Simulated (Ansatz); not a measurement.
Al(Cl)2(SMe) (CH3AlCl2S), SMILES C[S][Al]([Cl])[Cl].

Coordinates come from a PBE-D3(BJ)/def2-SVP optimisation. The structure was generated by enumeration; whether it is a known compound was not checked. The values are those of a single conformer.

Two levels are set side by side: PBE/def2-SVPD (Ansatz, a quantum-chemistry and plane-wave program) and PBE0/def2-SVPD (Ansatz). Energy differences of separate SCF runs at the same geometry; the states with an electron removed or added have multiplicity 2 and 2. Differences are taken from unrounded values.

| quantity | PBE0 |
|---|---|
| vertical ionisation energy (eV) | 9.75 |
| vertical singlet–triplet gap (eV) | 4.98 |

### Question
What does PBE give, and how far is it from PBE0? (Estimate from the structure and the level; the computed values follow.)

### Answer

| quantity | PBE | PBE minus PBE0 |
|---|---|---|
| vertical ionisation energy (eV) | 9.56 | -0.19 |
| vertical singlet–triplet gap (eV) | 4.74 | -0.24 |
